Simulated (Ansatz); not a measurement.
The cluster MgSe₂⁻ (the lowest doublet isomer of a short search). Charge -1, multiplicity 2. Geometry PBE0-D4/def2-TZVPD, basis def2-TZVPD, Ansatz.

```
atom   x (Å)   y (Å)   z (Å)
 Mg1  -0.001  -0.002   0.001
 Se2   2.191  -0.768   0.527
 Se3  -2.189   0.770  -0.528
```

```
run  HOMO (eV)  LUMO (eV)
  A      -0.97      -0.70
  B      -0.90      -0.87
  C      -3.28       1.55
  D      -1.13      -0.87
```

LC-ωPBE has ω = 0.4 bohr⁻¹. HOMO above LUMO, or a gap near zero within one spin, warns that the state may not be the lowest or that an electron is smeared out. The structure comes from a short search, and lower isomers may exist.

HOMO and LUMO are taken over both spins.

The runs used B97M-V, LC-ωPBE, PBE, r2SCAN. Estimate which is which.

A B97M-V (0 % exact exchange); B PBE (0 % exact exchange); C LC-ωPBE (range-separated); D r2SCAN (0 % exact exchange). Exact exchange lowers occupied and raises empty levels; among semilocal functionals meta-GGAs tend to open the gap a little, and such runs are hard to tell apart. The gap grows from 0.04 eV (PBE) to 4.82 eV (LC-ωPBE). At PBE-D4/def2-TZVPD the gap within one spin of the charge -1 doublet nearly closes, so an electron or hole may be smeared out by delocalisation error.
